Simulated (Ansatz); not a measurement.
The same ligand exchange along the group C, Si, Ge, Sn.

Program: Ansatz. Geometries: PBE0-D4/def2-TZVP. ΔE: electronic, gas phase. CCSD(T)/CBS is the MP2 limit (def2-TZVPP, def2-QZVPP) plus CCSD(T) − MP2 in def2-TZVPP, frozen cores. This one scheme is used for every species. DFT in def2-TZVPP. B3LYP here is the variant with VWN-RPA as its local correlation; programs differ in this. Elements past krypton have def2 core potentials. For Ge, Se, Sn outer-core shells are correlated without core-valence functions, which leaves a few kJ/mol of doubt a bond. Scalar relativity is left out up to krypton. Each species was taken in one conformer, which may not be the lowest.

| reaction | CCSD/CBS(def2) (kJ/mol) | PBE0-D4 (kJ/mol) | B3LYP-D4 (kJ/mol) | CCSD(T)/def2-SVP (kJ/mol) | CCSD(T)/CBS(def2) (kJ/mol) |
| --- | --- | --- | --- | --- | --- |
| `OC[SeH]` + H₂Se → `[SeH][SeH]` + CH₃OH | -37 | -38 | -41 | -29 | -35 |
| `O[SiH2][SeH]` + H₂Se → `[SeH][SeH]` + silanol | 73 | 70 | 62 | 72 | 73 |
| `[OH][GeH2][SeH]` + H₂Se → `[SeH][SeH]` + `[OH][GeH3]` | 71 | 68 | 64 | 76 | 71 |
| `[OH][SnH2][SeH]` + H₂Se → `[SeH][SeH]` + `[OH][SnH3]` | 94 | 84 | 82 | 96 | 94 |

Largest T1 diagnostic: 0.014, for `[OH][SnH3]`.
